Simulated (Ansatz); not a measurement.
A structure relaxed at PBE0-D4/def2-TZVP, charge 0, multiplicity 1:

| atom | x (Å) | y (Å) | z (Å) |
| --- | --- | --- | --- |
| N1 | -0.4989 | 1.6472 | 1.3777 |
| C2 | -0.3187 | 1.3802 | 0.1476 |
| Si3 | 0.4724 | -0.2711 | -0.3481 |
| N4 | -0.3795 | -1.1543 | -1.5346 |
| N5 | 0.5335 | -1.0933 | 1.1342 |
| H6 | -0.9271 | 2.5654 | 1.5134 |
| H7 | -0.6084 | 2.0933 | -0.6420 |
| H8 | 1.7620 | 0.0516 | -1.0288 |
| H9 | -0.1154 | -1.1464 | -2.5039 |
| H10 | -1.2908 | -1.5493 | -1.3770 |
| H11 | 0.9968 | -1.9700 | 1.2904 |
| H12 | 0.3741 | -0.5533 | 1.9711 |

(1) Give its formula and SMILES.

(2) Summarise the bond lengths by kind.

## Answers

(1) CH7N3Si, `N=C[SiH](N)N`.

(2) 1 × C–N 1.272 Å; 5 × H–N 1.004 to 1.022 Å; 1 × C–Si 1.897 Å; 1 × C–H 1.103 Å; 2 × N–Si 1.696 to 1.707 Å; 1 × H–Si 1.494 Å.

All numbers were calculated with Ansatz.
